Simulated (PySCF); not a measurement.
## Stretching CsS

Set-up: basis Cs def2-SVP with ECP46, S def2-SVP; scalar-relativistic core potentials; PySCF 2.14. Energies in eV from Cs + S in their ground configurations at the same level. State: ²Π (doublet), unpaired electrons π ↑.

```
R (Å)  UHF-MP2  UHF-CCSD
2.673   -1.301          
2.797   -1.699    -1.604
2.921   -1.923    -1.831
3.015   -2.009    -1.919
3.108   -2.042    -1.954
3.201   -2.036    -1.949
3.326   -1.984    -1.899
3.481   -1.871    -1.788
3.667   -1.694    -1.613
3.916   -1.427
```

**Question.** Put a parabola through the three lowest points of the UHF-MP2 curve and estimate Re, k and ωe (reduced mass 25.77 u; 1 eV/Å² = 0.16022 mdyn/Å; ωe = 1302.8·√(k/μ) cm⁻¹).

**Answer.** Through R = 3.015, 3.108, 3.201 Å the second-order coefficient is 2.25 eV/Å², so Re ≈ 3.140 Å, k ≈ 0.722 mdyn/Å and ωe ≈ 218 cm⁻¹. A polynomial fit of higher order to the unrounded UHF-MP2 energies gives Re = 3.138 Å, k = 0.657 mdyn/Å, ωe = 208 cm⁻¹; anharmonicity and rounding make the difference.

The higher-order fit for each curve: UHF-MP2: Re = 3.138 Å, ωe = 208 cm⁻¹, De = 2.04 eV; UHF-CCSD: Re = 3.142 Å, ωe = 207 cm⁻¹, De = 1.96 eV.

Correlated steps freeze 5 core orbitals. Correlated levels converge slowly with the basis: in double zeta they bind strong bonds too weakly, by up to about 1 eV, and carry superposition errors of some tenths. Spin–orbit coupling is left out, which matters for elements this heavy, above all for dissociation energies. The state is the lowest determinant that a PBE0 search found; another state may lie lower at other levels.
